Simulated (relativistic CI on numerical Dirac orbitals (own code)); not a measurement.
Radial parameters of Mo17+

Method of calculation: Dirac-Coulomb-Breit CI, orbitals from a KLI potential per configuration, model QED (radiative potential, 1s self-energy scaled to tabulated hydrogen-like ionisation energies), unscaled Slater integrals (own radial code, finite nucleus).

Slater integrals F^k, G^k are unscaled and averaged over j, outside the closed core [Ne]; ζ comes from projecting the Hamiltonian with its Breit term on Σ l·s of the shell.

- 3s²3p⁶3d⁷: F^2(3d,3d) = 262510, F^4(3d,3d) = 168010, ζ(3d) = 11628 cm⁻¹; <r>(3d) = 0.3811, <r^2>(3d) = 0.1711 (bohr units).
- 3s²3p⁵3d⁸: ζ(3p) = 103010, F^2(3d,3d) = 261760, F^4(3d,3d) = 167510, F^2(3p,3d) = 241090, G^1(3p,3d) = 274870, G^3(3p,3d) = 177560, ζ(3d) = 11428 cm⁻¹; <r>(3p) = 0.4097, <r^2>(3p) = 0.1942, <r>(3d) = 0.382, <r^2>(3d) = 0.172 (bohr units).
- 3s²3p⁴3d⁹: F^2(3p,3p) = 242970, ζ(3p) = 102970, F^2(3p,3d) = 240700, G^1(3p,3d) = 274720, G^3(3p,3d) = 177360, ζ(3d) = 11231 cm⁻¹; <r>(3p) = 0.4103, <r^2>(3p) = 0.1947, <r>(3d) = 0.3829, <r^2>(3d) = 0.1729 (bohr units).

Problem. Give the Racah parameters of the d shell in 3s²3p⁶3d⁷.

Solution. B = F²/49 − 5F⁴/441 = 3452 cm⁻¹ and C = 35F⁴/441 = 13334 cm⁻¹.

Averages of the first 10 configurations, taken without configuration mixing, which lowers the lowest level and can move excited configurations by several eV; other configurations of the list can lie among them:

| Configuration | Parity | States | Average energy above the lowest level (eV) |
| --- | --- | --- | --- |
| 3s²3p⁶3d⁷ | even | 120 | 11.5 |
| 3s²3p⁵3d⁸ | odd | 270 | 176.3 |
| 3s²3p⁴3d⁹ | even | 150 | 344.5 |
| 3s3p⁶3d⁸ | even | 90 | 283.1 |
| 3p⁶3d⁹ | even | 10 | 559.4 |
| 3s²3p⁶3d⁶4s | even | 420 | 290.1 |
| 3s3p⁵3d⁹ | odd | 120 | 446.6 |
| 3s²3p⁶3d⁶4p | odd | 1260 | 325.5 |
| 3s²3p⁶3d⁶4d | even | 2100 | 379.1 |
| 3s²3p⁶3d⁵4s² | even | 252 | 586.8 |
